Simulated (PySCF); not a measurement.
Coordinates in bohr (charge 0 multiplicity 5):
```
Mo    0.0000    0.0000   -0.3294
O     3.3765    0.0161    0.9006
O    -3.3765   -0.0161    0.9006
H     4.1811   -1.4387    1.6535
H    -4.1811    1.4387    1.6535
```

Method: PySCF, UPBE0, basis Mo def2-SVP with ECP28, O def2-SVP, H def2-SVP (scalar-relativistic core potentials, no spin–orbit coupling, density fitting).

This geometry of Mo(OH)₂ is a stationary point at this level.

Task: What is the point group?

Result: C2.

Task: Is it a minimum?

Result: Yes: all harmonic wavenumbers are real.

Task: List the harmonic modes with their infrared intensities.

Result: 
```json
{"symmetry": "a", "ω (cm⁻¹)": "123", "IR (km/mol)": "0.0"}
{"symmetry": "b", "ω (cm⁻¹)": "367", "IR (km/mol)": "33.3"}
{"symmetry": "a", "ω (cm⁻¹)": "439", "IR (km/mol)": "165"}
{"symmetry": "b", "ω (cm⁻¹)": "605", "IR (km/mol)": "288"}
{"symmetry": "a", "ω (cm⁻¹)": "664", "IR (km/mol)": "16.1"}
{"symmetry": "a", "ω (cm⁻¹)": "685", "IR (km/mol)": "23.8"}
{"symmetry": "b", "ω (cm⁻¹)": "693", "IR (km/mol)": "195"}
{"symmetry": "b", "ω (cm⁻¹)": "3853", "IR (km/mol)": "153"}
{"symmetry": "a", "ω (cm⁻¹)": "3854", "IR (km/mol)": "51.9"}
```

Task: What are the dipole moment and the gap between the highest occupied and lowest empty levels of either spin?

Result: 0.33 D and 3.71 eV.

Task: What is the atomisation energy, with and without zero-point energy?

Result: 1634 kJ/mol without, 1566 kJ/mol with.

In C2 the vibrations span 5a + 4b.

Only a few start shapes were tried, so a lower isomer may exist. With open d or f shells other occupations or spin states may lie lower.
